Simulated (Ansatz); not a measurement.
Ansatz (a program for electronic structure) input (B3LYP/LANL2DZ): The .json file is the Basis Set Exchange's LANL2DZ.

Ansatz 0.2 input:
```yaml
crystal:
  periodic: [false, false, false]
  atoms:
    - {symbol: Ge, position_ang: [-0.00000000, -0.00000000, -1.57013847]}
    - {symbol: I, position_ang: [0.00000000, 0.00000000, 0.94800814]}
basis:
  gaussian:
    orbitals: LANL2DZ.json
hamiltonian:
  xc: {name: B3LYP}
total_charge: 1
phonons: {temperatures: {t_min: 298.15, t_max: 298.15, t_step: 100}}
```

Task: Which harmonic wavenumbers does it give?

Result: 261 cm⁻¹ (unscaled; negative means imaginary).
